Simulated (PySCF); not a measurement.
Species: C4H9GaO2Si.
SMILES with atom numbers: `[SiH3:1][CH2:2][Ga@H-:3]1[O:4][CH:5]=[CH:6][CH:7]=[O+:8]1` (hydrogens: H9, H10, H11 on Si1; H12, H13 on C2; H14 on Ga3; H15 on C5; H16 on C6; H17 on C7)

Cartesian coordinates in Å at the PBE0-D3(BJ)/def2-SVP level; atoms count from 1:
```
atom  x, y, z in Å
Si1   -2.2832    0.0866    0.4097
C2    -1.4625   -1.3979   -0.3809
Ga3    0.4521   -1.1456   -0.7494
O4     0.7586    0.7771   -1.0195
C5     1.3126    1.5547   -0.1911
C6     1.8316    1.2177    1.0622
C7     1.7999   -0.0833    1.5725
O8     1.3198   -1.1094    1.0126
H9    -1.4901    0.5619    1.5899
H10   -3.6672   -0.2188    0.8974
H11   -2.3828    1.2263   -0.5543
H12   -1.5452   -2.2600    0.3041
H13   -1.9955   -1.6746   -1.3055
H14    1.3945   -1.9040   -1.7363
H15    1.3849    2.6111   -0.5084
H16    2.2820    2.0036    1.6681
H17    2.2381   -0.2512    2.5734
```

Linear response at B3LYP/def2-SVPD (PySCF, frozen core in the response, non-relativistic). Relativistic effects, spin–orbit coupling among them, are left out although an element past zinc is present.

Static isotropic polarisability: 108.99 au (16.15 Å³), principal values 102.2, 108.8, 116.1 au.

What is the polarisability at 1064 nm and at the sodium D line?

110.34 au at 1064 nm (+1.2 %), 113.72 au at 589.3 nm (+4.3 %). The rise at 589.3 nm is 3.49 times that at 1064 nm; a pure ω² law gives 3.26. The lowest singlet lies at 306 nm, shorter than both wavelengths.

What is the isotropic C6 coefficient between two such molecules, C6 = (3/π)∫α(iω)² dω?

4249 au (Eh·bohr⁶) by a ten-point quadrature over imaginary frequencies, which is 2540 eV·Å⁶ or 245 J·nm⁶/mol.

Which effective excitation energy ω̄ makes London's formula C6 = (3/4)α²ω̄ exact here?

ω̄ = 4·C6/(3α²) = 0.477 Eh = 13.0 eV. A one-pole form α(ω) = α/(1 − ω²/ω̄²) fitted to the 1064 nm value gives 10.5 eV.

What does −C6/R⁶ come to at R = 10 Å between centres?

-240 J/mol. This is the leading, orientation-averaged term; C8 and higher terms are left out.

What molar refraction at the D line follows from R = (4π/3)·N_A·α′, with α′ the polarisability volume?

α′ = 16.85 Å³ gives R = 42.51 cm³/mol, for isolated, non-vibrating species.

What n − 1 at the D line would an ideal gas of it have at 273.15 K and 1 atm (2.6868 × 10¹⁹ cm⁻³), by n − 1 = 2π·N·α′?

28.45 × 10⁻⁴, a formal value whether or not that pressure can be reached.

What three-body coefficient follows from the one-pole estimate C9 = (3/4)·α·C6?

347000 au. This is an estimate from the two numbers above, not a computed integral.

How anisotropic is the static polarisability, by Δα² = ½[(α1 − α2)² + (α2 − α3)² + (α3 − α1)²]?

Δα = 12.0 au, or 0.11 of the isotropic value.

How many electrons N does the Slater–Kirkwood formula C6 = (3/4)·√N·α^(3/2) need to give this C6?

N = (4·C6/3)²/α³ = 24.8; the species has 94 electrons in all.

Time: 89 s wall (grids of density and orbitals included). Hardware: x86-64 server, one thread (shared host). This is the whole response run at B3LYP/def2-SVPD, SCF included.

One conformer stands for the species.
